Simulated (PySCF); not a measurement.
**Tin: a sound run and one with changed settings**

Sound run: Sn+ [Kr] 4d10 5s2 5p1, Sn(2+) [Kr] 4d10 5s2. All numbers are calculated (PySCF 2.14, the spin-free X2C one-electron Hamiltonian (Gaussian nucleus), in x2c-TZVPall (8s6p4d2f, 60 functions)). The sound run starts from symmetry-adapted Hartree-Fock orbitals and uses a fine grid where one is needed.

A second run was set up differently.

```csv
species,method,sound run (hartree),changed run (hartree),converged
Sn+,UHF,-6173.49647,-6173.49641,no
Sn+,PBE0,-6175.85039,-6175.85013,no
Sn+,MN15,-6180.26560,-6180.26539,no
Sn(2+),UHF,-6172.99237,-6172.99236,no
Sn(2+),PBE0,-6175.32707,-6175.32700,no
Sn(2+),MN15,-6179.73782,-6179.73779,no
```

Problem. What was changed?
A. angular grid far too coarse
B. basis contracted for another Hamiltonian
C. all electrons correlated in a valence basis
D. level shift left on

Solution. D. It used initial guess atom, at most 50 SCF cycles, level shift 10.0 hartree. A level shift slows the SCF but leaves a converged energy unchanged.
